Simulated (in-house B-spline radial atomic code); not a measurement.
## RPA and G0W0 on Hartree-Fock: In IV (In3+)

Configuration [Kr] 4d10, mean-field start Hartree-Fock. Computed with an all-electron radial atomic-structure program (B-spline basis): all electrons, non-relativistic, point nucleus, each spin shell either full or empty, empty states to l = 9 with an (l + 1/2)⁻⁴ tail; G0W0 by contour deformation at full frequency.

Without relativity these are model numbers: it shifts the levels of so heavy an element strongly and can reorder them.

Command:
```bash
python run_gw.py task.json out
```
Settings (radii: box in bohr, nucleus in fm):
```
Z                        49
electrons                46
configuration            [Kr] 4d10
hamiltonian              nr
method                   hf
lmax                     9
spin_polarised           False
box_radius               14.14
intervals                53
```

Run time, properties included: 2.8 s on 1 thread of Arm Neoverse N1 (shared host).

Energies (hartree):

| term | value |
| --- | --- |
| mean-field total | -5738.44094 |
| Hartree-Fock functional on these orbitals | -5738.44094 |
| direct second order | -3.64 |
| second-order exchange | 1.0158 |
| SOSEX correction | 0.9602 |

Problem. What is the RPA correlation energy, and what remains with SOSEX?

Solution. RPA gives -3.2843 hartree (-1.94 eV per electron); RPA + SOSEX gives -2.3241, and the second-order doubles (MP2) -2.6241 hartree. SOSEX takes back 29 % of the RPA value.

Quasi-particle levels (eV):

```csv
level,occupied,mean field,Σx - vxc,Σc,QP weight,G0W0
4d,yes,-57.36,0.00,?,?,?
3d,yes,-507.30,0.00,11.11,0.912,-496.19
5s,no,-25.453,0.00,-1.29,0.987,-26.747
```

G0W0 = mean field + (Σx - vxc) + Σc, with Σc (partial-wave tail included) taken at the quasi-particle energy. Only the outer levels were computed. Levels of low weight are left out.

Problem. Where does G0W0 put 4d?

Solution. At -57.48 eV, with Σc = -0.12 eV and a quasi-particle weight of 0.964. The tabulated removal energy is 55.45 ± 0.04 eV (NIST, measured); the calculation leaves out relativity, Breit and QED terms, and what these don't explain is the method's own error.
